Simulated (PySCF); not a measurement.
**C₆ coefficients of unlike pairs at UHF**

Calculated with PySCF 2.14 from the dipole response of each species, C₆(A,B) = (3/π) ∫ α_A(iu) α_B(iu) du, in atomic units, from isotropic polarisabilities. For ions this is the dispersion term alone; charge-induced terms of lower order in 1/R come first.

```json
{"species": "Os", "configuration": "[Xe] 4f14 5d6 6s2 (5D)", "basis": "aug-cc-pwCVDZ-PP with ECP60MDF (6s6p5d3f)", "relativity": "core potential", "α (bohr³)": "76.64", "C₆ (like pair)": "860.4"}
{"species": "Ar⁺", "configuration": "[Ne] 3s2 3p5 (2P)", "basis": "aug-cc-pVTZ-DK (6s5p3d2f)", "relativity": "spin-free X2C", "α (bohr³)": "6.732", "C₆ (like pair)": "30.48"}
{"species": "Ne²⁺", "configuration": "[He] 2s2 2p4 (3P)", "basis": "aug-cc-pVQZ with one added diffuse shell each of s, p, d, f, g type (7s6p5d4f3g)", "relativity": "none", "α (bohr³)": "0.8307", "C₆ (like pair)": "1.034"}
{"species": "S", "configuration": "[Ne] 3s2 3p4 (3P)", "basis": "aug-cc-pwCVQZ (10s9p7d5f3g)", "relativity": "none", "α (bohr³)": "19.13", "C₆ (like pair)": "130.2"}
```

Task: Estimate C₆ for S with Ne²⁺.

Result: The integral gives 9.267. The combination rule 2 C_A C_B / (C_A α_B/α_A + C_B α_A/α_B) gives 9.137 and the geometric mean 11.60.

No spin-orbit coupling is included.

The other pairs:

```json
{"pair": "S, Os", "C₆": "317.7"}
{"pair": "Ar⁺, Os", "C₆": "138.0"}
{"pair": "Ne²⁺, Os", "C₆": "20.36"}
{"pair": "S, Ar⁺", "C₆": "60.40"}
{"pair": "Ne²⁺, Ar⁺", "C₆": "5.144"}
```
